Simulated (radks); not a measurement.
Species: Ga. Configuration: [Ar] 3d9.5 4s2 4p1.5 (fractional occupations, a model configuration).

Method: scalar-relativistic Kohn-Sham, r2SCAN, spin-unpolarised, spherical densities, finite nucleus; meta-GGA in the generalised Kohn-Sham scheme; Fermi nuclear charge, rms radius 3.9973 fm; computed with a radial shooting solver on a logarithmic mesh with Libxc functionals.

Energy parts (eV):
| part | energy |
|---|---|
| total | -52895.966 |
| kinetic | 53796.946 |
| electron-nucleus | -127342.597 |
| Hartree | 22704.801 |
| exchange-correlation | -2055.116 |

Orbitals (lengths in bohr, moments of r in powers of bohr; <r^-3> diverges for s and p1/2; r(max) is where P^2 peaks):
orbital  occ.  eigenvalue (eV)   r(max)  <r^-3>       <r^4>
1s          2        -10264.94  0.03179       -  0.00002607
2s          2        -1279.538   0.1823       -    0.005419
2p          6        -1112.607   0.1465   891.0    0.004010
3s          2        -157.7768   0.5632       -      0.3811
3p          6        -106.6879   0.5660   118.3      0.5027
3d        9.5         -24.1378   0.5326   12.06       1.654
4s          2         -10.5261    1.854       -       61.63
4p        1.5          -3.2592    2.364   4.748       251.0

The highest occupied level is 4p at -3.259 eV. The density falls to 0.001 e/bohr^3 at r = 4.48 bohr.
